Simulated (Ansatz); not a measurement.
## Molecular dynamics of H10OSi4

input.yaml

```yaml
crystal:
  periodic: [false, false, false]
  atoms:
    - { symbol: Si, position_ang: [-0.058056, -0.069055, 0.154572] }
    - { symbol: O, position_ang: [-0.056719, -0.2847, 1.904416] }
    - { symbol: Si, position_ang: [-1.543864, -0.405215, 2.728003] }
    - { symbol: H, position_ang: [-2.782725, -0.453996, 1.989663] }
    - { symbol: H, position_ang: [-1.525299, -1.571836, 3.568634] }
    - { symbol: H, position_ang: [-1.589484, 0.76145, 3.57678] }
    - { symbol: H, position_ang: [1.341245, -0.220213, -0.230146] }
    - { symbol: Si, position_ang: [-0.906807, 1.847504, -0.751919] }
    - { symbol: H, position_ang: [-0.689182, 3.101452, 0.001318] }
    - { symbol: H, position_ang: [-0.288196, 2.060833, -2.07645] }
    - { symbol: H, position_ang: [-2.278333, 1.705022, -0.989035] }
    - { symbol: Si, position_ang: [-0.883313, -1.880155, -0.887423] }
    - { symbol: H, position_ang: [-1.220531, -2.805207, 0.127793] }
    - { symbol: H, position_ang: [-2.09044, -1.449148, -1.606593] }
    - { symbol: H, position_ang: [0.159405, -2.443623, -1.773204] }
basis:
  gaussian: { orbitals: STO-3G }
hamiltonian:
  xc: r2scan
md:
  timestep: 0.5
  n_steps: 131
  ensemble: nvt_langevin
  temperature: 200.0
  initial_velocities: maxwell_boltzmann
  seed: 841629
  friction: 0.02
```

Command:

```bash
$ ansatz run input.yaml --threads 1 --pin off --max-ram 2048MiB --backend cpu --events-out ev --progress --plain --runs-dir out
```

It goes on from the last frame of an earlier run, with new velocities.

Output, in part (one step line in 3, the closing report, with atoms numbered from 0):

```
md step     0: t =     0.00 fs  T =   186.7 K  F+E_penalty+E_count = -33324.60639205 eV  E_kin = 0.361928 eV  (21 SCF iters)
md step     3: t =     1.50 fs  T =   205.4 K  F+E_penalty+E_count = -33324.63621014 eV  E_kin = 0.398156 eV  (23 SCF iters)
md step     6: t =     3.00 fs  T =   185.7 K  F+E_penalty+E_count = -33324.59582272 eV  E_kin = 0.360097 eV  (20 SCF iters)
md step     9: t =     4.50 fs  T =   157.2 K  F+E_penalty+E_count = -33324.55042893 eV  E_kin = 0.304850 eV  (20 SCF iters)
md step    12: t =     6.00 fs  T =   196.7 K  F+E_penalty+E_count = -33324.58661774 eV  E_kin = 0.381286 eV  (19 SCF iters)
md step    15: t =     7.50 fs  T =   242.9 K  F+E_penalty+E_count = -33324.67174497 eV  E_kin = 0.470916 eV  (22 SCF iters)
md step    18: t =     9.00 fs  T =   251.2 K  F+E_penalty+E_count = -33324.71521194 eV  E_kin = 0.487033 eV  (21 SCF iters)
md step    21: t =    10.50 fs  T =   231.6 K  F+E_penalty+E_count = -33324.69024277 eV  E_kin = 0.449129 eV  (21 SCF iters)
md step    24: t =    12.00 fs  T =   237.3 K  F+E_penalty+E_count = -33324.69399602 eV  E_kin = 0.460055 eV  (20 SCF iters)
md step    27: t =    13.50 fs  T =   284.9 K  F+E_penalty+E_count = -33324.74744618 eV  E_kin = 0.552438 eV  (23 SCF iters)
md step    30: t =    15.00 fs  T =   268.1 K  F+E_penalty+E_count = -33324.72612895 eV  E_kin = 0.519723 eV  (23 SCF iters)
md step    33: t =    16.50 fs  T =   223.1 K  F+E_penalty+E_count = -33324.62851005 eV  E_kin = 0.432532 eV  (24 SCF iters)
md step    36: t =    18.00 fs  T =   178.2 K  F+E_penalty+E_count = -33324.57782308 eV  E_kin = 0.345607 eV  (20 SCF iters)
md step    39: t =    19.50 fs  T =   209.6 K  F+E_penalty+E_count = -33324.62038147 eV  E_kin = 0.406304 eV  (23 SCF iters)
md step    42: t =    21.00 fs  T =   205.1 K  F+E_penalty+E_count = -33324.63947850 eV  E_kin = 0.397647 eV  (23 SCF iters)
md step    45: t =    22.50 fs  T =   153.1 K  F+E_penalty+E_count = -33324.59424731 eV  E_kin = 0.296787 eV  (19 SCF iters)
md step    48: t =    24.00 fs  T =   162.5 K  F+E_penalty+E_count = -33324.61892464 eV  E_kin = 0.315062 eV  (19 SCF iters)
md step    51: t =    25.50 fs  T =   220.1 K  F+E_penalty+E_count = -33324.73146762 eV  E_kin = 0.426835 eV  (24 SCF iters)
md step    54: t =    27.00 fs  T =   238.7 K  F+E_penalty+E_count = -33324.78618987 eV  E_kin = 0.462892 eV  (22 SCF iters)
md step    57: t =    28.50 fs  T =   200.2 K  F+E_penalty+E_count = -33324.75681458 eV  E_kin = 0.388150 eV  (20 SCF iters)
md step    60: t =    30.00 fs  T =   175.4 K  F+E_penalty+E_count = -33324.73371480 eV  E_kin = 0.340120 eV  (19 SCF iters)
md step    63: t =    31.50 fs  T =   197.3 K  F+E_penalty+E_count = -33324.78989078 eV  E_kin = 0.382532 eV  (22 SCF iters)
md step    66: t =    33.00 fs  T =   202.7 K  F+E_penalty+E_count = -33324.80933814 eV  E_kin = 0.392992 eV  (23 SCF iters)
md step    69: t =    34.50 fs  T =   128.2 K  F+E_penalty+E_count = -33324.73364608 eV  E_kin = 0.248604 eV  (19 SCF iters)
md step    72: t =    36.00 fs  T =   125.8 K  F+E_penalty+E_count = -33324.69526424 eV  E_kin = 0.243820 eV  (19 SCF iters)
md step    75: t =    37.50 fs  T =   149.0 K  F+E_penalty+E_count = -33324.73666043 eV  E_kin = 0.288834 eV  (19 SCF iters)
md step    78: t =    39.00 fs  T =   161.1 K  F+E_penalty+E_count = -33324.75140311 eV  E_kin = 0.312415 eV  (20 SCF iters)
md step    81: t =    40.50 fs  T =   126.3 K  F+E_penalty+E_count = -33324.71194052 eV  E_kin = 0.244958 eV  (19 SCF iters)
md step    84: t =    42.00 fs  T =   137.5 K  F+E_penalty+E_count = -33324.70284388 eV  E_kin = 0.266611 eV  (20 SCF iters)
md step    87: t =    43.50 fs  T =   130.4 K  F+E_penalty+E_count = -33324.76019364 eV  E_kin = 0.252804 eV  (20 SCF iters)
md step    90: t =    45.00 fs  T =   153.0 K  F+E_penalty+E_count = -33324.81544514 eV  E_kin = 0.296587 eV  (23 SCF iters)
md step    93: t =    46.50 fs  T =   180.2 K  F+E_penalty+E_count = -33324.79303557 eV  E_kin = 0.349337 eV  (22 SCF iters)
md step    96: t =    48.00 fs  T =   119.6 K  F+E_penalty+E_count = -33324.71209869 eV  E_kin = 0.231819 eV  (19 SCF iters)
md step    99: t =    49.50 fs  T =   118.8 K  F+E_penalty+E_count = -33324.71426890 eV  E_kin = 0.230393 eV  (19 SCF iters)
md step   102: t =    51.00 fs  T =   144.4 K  F+E_penalty+E_count = -33324.77797187 eV  E_kin = 0.280034 eV  (20 SCF iters)
md step   105: t =    52.50 fs  T =   158.5 K  F+E_penalty+E_count = -33324.78428754 eV  E_kin = 0.307260 eV  (22 SCF iters)
md step   108: t =    54.00 fs  T =   141.0 K  F+E_penalty+E_count = -33324.71661256 eV  E_kin = 0.273364 eV  (20 SCF iters)
md step   111: t =    55.50 fs  T =   138.6 K  F+E_penalty+E_count = -33324.70523879 eV  E_kin = 0.268709 eV  (19 SCF iters)
md step   114: t =    57.00 fs  T =   187.8 K  F+E_penalty+E_count = -33324.75991358 eV  E_kin = 0.364147 eV  (21 SCF iters)
md step   117: t =    58.50 fs  T =   212.7 K  F+E_penalty+E_count = -33324.77865965 eV  E_kin = 0.412309 eV  (21 SCF iters)
md step   120: t =    60.00 fs  T =   194.6 K  F+E_penalty+E_count = -33324.73192360 eV  E_kin = 0.377378 eV  (21 SCF iters)
md step   123: t =    61.50 fs  T =   186.7 K  F+E_penalty+E_count = -33324.69928643 eV  E_kin = 0.361920 eV  (18 SCF iters)
md step   126: t =    63.00 fs  T =   180.8 K  F+E_penalty+E_count = -33324.71347277 eV  E_kin = 0.350612 eV  (20 SCF iters)
md step   129: t =    64.50 fs  T =   164.1 K  F+E_penalty+E_count = -33324.72553480 eV  E_kin = 0.318199 eV  (23 SCF iters)
md step   131: t =    65.50 fs  T =   159.3 K  F+E_penalty+E_count = -33324.71356856 eV  E_kin = 0.308913 eV  (24 SCF iters)
Total energy: -33324.71357747 eV, -1224.6606356699 hartree
Atom 0 at    -0.062173    -0.036684     0.152029 Å, force     0.347551    -0.392066    -0.235603 eV/Å
Atom 1 at    -0.058152    -0.035308     1.881887 Å, force     0.397154     0.493232    -0.677983 eV/Å
Atom 2 at    -1.507844    -0.410531     2.657457 Å, force    -1.241795    -1.613946    -0.393442 eV/Å
Atom 3 at    -2.722319    -0.531559     1.833285 Å, force     0.423302     0.678699    -0.000737 eV/Å
Atom 4 at    -1.431278    -1.805237     3.083946 Å, force     0.303868     0.288476     0.408078 eV/Å
Atom 5 at    -1.774184     0.452743     3.773690 Å, force     0.142392     0.251142     0.215474 eV/Å
Atom 6 at     1.379963    -0.096820    -0.204167 Å, force    -0.732088     0.039000     0.277243 eV/Å
Atom 7 at    -0.900088     1.889376    -0.759117 Å, force    -1.251929    -0.988248    -0.237526 eV/Å
Atom 8 at    -0.598974     3.001811     0.046046 Å, force     0.683884     0.993583     0.411831 eV/Å
Atom 9 at    -0.492531     2.068298    -2.148340 Å, force    -0.014330     0.079634     0.352785 eV/Å
Atom 10 at    -2.373225     1.902789    -0.698563 Å, force     0.621575    -0.256894    -0.279499 eV/Å
Atom 11 at    -1.058331    -1.893755    -0.797362 Å, force     0.088692    -0.030308     1.083854 eV/Å
Atom 12 at    -0.877336    -3.107256     0.019215 Å, force    -0.114004     0.577291    -0.310698 eV/Å
Atom 13 at    -2.481504    -1.725861    -1.039423 Å, force     0.190566     0.001969     0.001280 eV/Å
Atom 14 at    -0.401515    -2.136349    -2.037207 Å, force     0.155163    -0.121563    -0.615056 eV/Å
Dipole moment:    -0.039628     0.057716    -0.084063 e Å
```

The run went to its last step. The mean temperature of the second half is 22 % below the set value. A run of 0.066 ps of so small a system gives no equilibrium averages. Limits of this set-up: minimal basis.

The same pairs are bonded in the first frame and the last. Pairs count as bonded within 1.25 times the sum of covalent radii (0.12 Å more for H–H).

Last frame:

```xyz
15
Properties=species:S:1:pos:R:3
Si -0.062 -0.037 0.152
O -0.058 -0.035 1.882
Si -1.508 -0.410 2.658
H -2.722 -0.532 1.833
H -1.431 -1.805 3.084
H -1.774 0.453 3.774
H 1.380 -0.097 -0.204
Si -0.900 1.889 -0.759
H -0.599 3.002 0.046
H -0.492 2.068 -2.148
H -2.373 1.903 -0.699
Si -1.058 -1.894 -0.797
H -0.877 -3.107 0.019
H -2.482 -1.726 -1.039
H -0.402 -2.136 -2.037
```

The run took 13 min on 1 thread of Arm Neoverse V2, with other jobs on the host, peak memory 0.14 GiB.
